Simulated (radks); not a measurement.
Results of a calculation; reference values are marked as such.
Spin polarisation of the 3p5 shell in the calcium ion Ca3+. Start: [Ne] 3s2 3p(up 2.5, down 2.5); electrons of 3p are moved from spin down to spin up, other shells keep equal spins. Code: a radial shooting solver on a logarithmic mesh with Libxc functionals. Model: scalar-relativistic Kohn-Sham, BLYP, spin-polarised, spherical densities, finite nucleus; Fermi nuclear charge, rms radius of each element as measured or else 0.836 A^(1/3) + 0.57 fm.

moment (Bohr magnetons) = 0: E - E(0) (eV) 0.000; e(3p up) (eV) -59.513; e(3p down) (eV) -59.513; 3s down minus up (eV) 0.000; 2p down minus up (eV) 0.000; 2s down minus up (eV) 0.000
moment (Bohr magnetons) = 0.25: E - E(0) (eV) -0.022; e(3p up) (eV) -59.683; e(3p down) (eV) -59.337; 3s down minus up (eV) 0.365; 2p down minus up (eV) 0.094; 2s down minus up (eV) 0.065
moment (Bohr magnetons) = 0.5: E - E(0) (eV) -0.086; e(3p up) (eV) -59.848; e(3p down) (eV) -59.156; 3s down minus up (eV) 0.730; 2p down minus up (eV) 0.188; 2s down minus up (eV) 0.129
moment (Bohr magnetons) = 0.75: E - E(0) (eV) -0.194; e(3p up) (eV) -60.006; e(3p down) (eV) -58.970; 3s down minus up (eV) 1.093; 2p down minus up (eV) 0.283; 2s down minus up (eV) 0.193
moment (Bohr magnetons) = 1: E - E(0) (eV) -0.345; e(3p up) (eV) -60.157; e(3p down) (eV) -58.778; 3s down minus up (eV) 1.456; 2p down minus up (eV) 0.377; 2s down minus up (eV) 0.258

At moment 1 the spin-polarisation energy is -0.345 eV and the 3p exchange splitting 1.379 eV, that is 1.379 eV per Bohr magneton; E = -I m^2/4 would give I = 1.381 eV.
